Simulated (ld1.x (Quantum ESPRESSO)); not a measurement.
Which change was made? (Ba, RRKJ)

ld1.x (Quantum ESPRESSO) 7.5 input, shortened:

```
&input
   title='Ba', zed=56., rel=1, dft='PBE', iswitch=3,
   config='[Xe] 5d0 6s1.5 6p0'
 /
 &inputp
   pseudotype=2, tm=.false., rho0=0.02, lloc=0,
   nlcc=.false.
 /
3
5P  2  1   6.00   0.00  2.75  2.75  0.0
5D  3  2   0.00   0.00  2.60  2.60  0.0
5S  1  0   2.00   0.00  1.55  1.55  0.0
 &test
   configts(1)='5s2 5p6 5d0 6s1.5 6p0'
 /
```

Occupied shells without a wave of their own: 6s. They enter only through the test configuration that unscreens the potential.

Cutoffs, loose and tight: the cutoffs (Ry, on a coarse ladder) from which the occupation-weighted sum of valence levels, in a spherical-Bessel basis at the reference potential, stays within 10 and 1 mRy of its value at 400 Ry. They do not see the model core or the augmentation charge, which bear on the density cutoff. Test errors are all-electron minus pseudo excitation energies from the reference, over the configurations 5s2 5p6 5d0 6s2 6p0; 5s2 5p6 5d0 6s1 6p0; 5s2 5p6 5d0 6s0 6p0; 5s2 5p6 5d0 6s0 6p2; 5s2 5p6 5d1 6s0 6p0; 5s2 5p6 5d0.5 6s1.5 6p0; 5s2 5p6 5d0 6s1 6p1; variants that change the core or the reference have their own tests.

The base gives: outcome: generated; cutoff, loose: 40 Ry; cutoff, tight: 80 Ry; bound ghosts: none; largest test error (meV): -92.

(1) After one change the result is: outcome: failed: run_pseudo: Errors in PS-KS equation. Which change was it?
A. core [Kr] 4d10 5s2, valence charge 8; reference 5p6 5d0 6s2 6p0; waves now 5p (bound): rc 2.95 bohr; 5d (bound): rc 3.50 bohr; 6s (bound): rc 4.20 bohr; core correction Bessel-smoothed model core inside 1.90 bohr
B. wave 5s (bound): rc 1.55 bohr becomes 5s (bound): rc 1.02 bohr
C. all radii scaled by about 1.18 (s 1.82, p 3.24, d 3.06 bohr)

## Answers

(1) B. The others give: all radii scaled by about 1.18 (s 1.82, p 3.24, d 3.06 bohr) → outcome: generated; cutoff, loose: 40 Ry; cutoff, tight: 70 Ry; bound ghosts: none; largest test error (meV): -154 | core [Kr] 4d10 5s2, valence charge 8; reference 5p6 5d0 6s2 6p0; waves now 5p (bound): rc 2.95 bohr; 5d (bound): rc 3.50 bohr; 6s (bound): rc 4.20 bohr; core correction Bessel-smoothed model core inside 1.90 bohr → outcome: generated; cutoff, loose: 10 Ry; cutoff, tight: 15 Ry; bound ghosts: none; largest test error (meV): -644.
